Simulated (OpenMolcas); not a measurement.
Computed levels of 3d5 in ions with 23 electrons, in cm-1 above 6S 5/2.

```json
{
 "Program": "OpenMolcas",
 "Method": "CASSCF",
 "Basis": "ANO-R2",
 "Scalar Hamiltonian": "X2C, finite nucleus",
 "Spin-orbit coupling": "RASSI with atomic mean-field integrals over the reference wave functions, term energies averaged over their components"
}
```

Active space for each ion: 5 electrons in 5 orbitals (3d).

```csv
Level,Fe3+,Co4+,Cu6+
4G 5/2,37475,42542,51873
4G 7/2,37499,42582,51977
4G 11/2,37506,42593,52005
4G 9/2,37514,42606,52039
4P 5/2,43113,48924,59446
4P 3/2,43183,49040,59726
4P 1/2,43264,49178,60070
4D 7/2,46567,52838,64420
4D 1/2,46644,52969,64757
```

**Question.** Estimate 4G 5/2, 4G 7/2 for Ni5+ from its neighbours Co4+ and Cu6+.

**Answer.** 4G 5/2 is another term, which grows about linearly with the charge: (42542 + 51873) / 2 = 47208. The calculation gives 47339, so the estimate is off by -0.3 %.
4G 7/2 is another term, which grows about linearly with the charge: (42582 + 51977) / 2 = 47280. The calculation gives 47406, so the estimate is off by -0.3 %.

Without dynamic correlation excited terms often stand tens of per cent too high (terms of higher spin than the ground term too low), and those without a measured partner can miss by more than the paired ones. Only configurations of the active space appear.
